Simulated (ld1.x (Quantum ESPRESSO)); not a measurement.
# Before and after: RRKJ potential for Si

| Quantity | Value |
| --- | --- |
| Element | Si (Z = 14) |
| Generator | ld1.x (Quantum ESPRESSO) 7.5 |
| Type | norm-conserving RRKJ (Kleinman–Bylander form) |
| Functional | PBEsol |
| Relativity | scalar-relativistic |
| Frozen core | [Ne] |
| Valence charge | 4 |
| Reference configuration | 3s2 3p1 (charge +1) |
| Partial waves | 3p (bound): rc 1.95 bohr; 3d channel at 0.35 Ry: rc 2.00 bohr; 3s (bound): rc 1.85 bohr |
| Local potential | the s channel |
| Core correction | Bessel-smoothed model core inside 1.50 bohr |

All-electron outer shells of the reference configuration (PBEsol, scalar-relativistic, ld1.x):

```json
{"shell": "3s", "level (eV)": "-18.99", "outermost node (bohr)": "0.72", "outermost maximum (bohr)": "1.75"}
{"shell": "3p", "level (eV)": "-11.63", "outermost node (bohr)": "0.71", "outermost maximum (bohr)": "2.04"}
```

Change: core correction Bessel-smoothed model core inside 2.00 bohr.

Cutoffs: the cutoffs (Ry, on a coarse ladder) from which the occupation-weighted sum of valence levels, in a spherical-Bessel basis at the reference potential, stays within 10 and 1 mRy of its value at 400 Ry; they do not see the model core or the augmentation charge, which bear on the density cutoff. Errors are all-electron minus pseudo energies relative to the spin-unpolarised reference configuration.

**Question.** Predict the effect on cutoff, ghosts and configuration errors.

**Answer.** The potential gets neither clearly harder nor softer (21 Ry and 40 Ry → 21 Ry and 40 Ry); of the 7 tests that both files solve, the error grows in 0 and shrinks in 7 by more than 15 % and 0.3 meV (median size 5.5 → 3.6 meV); neither file shows a bound ghost. A wider model core is smoother and lowers the density cutoff, which this test does not measure.

```csv
quantity,base,changed
"cutoff, loose",21 Ry,21 Ry
"cutoff, tight",40 Ry,40 Ry
bound ghosts,none,none
"error for 3s2 3p2, meV [ΔE -7.71 eV]",+4.1,+2.7
"error for 3s2 3p0, meV [ΔE 15.96 eV]",+10,+4.4
"error for 3s1 3p0, meV [ΔE 49.86 eV]",+52,+5.3
"error for 3s2 3p1.5, meV [ΔE -4.80 eV]",+1.5,+1.0
"error for 3s1 3p3, meV [ΔE -0.92 eV]",-3.9,-2.6
"error for 3s2 3p2.3, meV [ΔE -8.64 eV]",+5.5,+3.6
"error for 3s0 3p4, meV [ΔE 6.02 eV]",-23,-16
s: phases at 2.21 bohr within 0.05 rad from the reference energy up to (Ry; the scan ends near 5),2.5,2.5
p: phases at 2.21 bohr within 0.05 rad from the reference energy up to (Ry; the scan ends near 5),3.2,3.2
d: phases at 2.21 bohr within 0.05 rad from the reference energy up to (Ry; the scan ends near 5),4.1,4.1
```
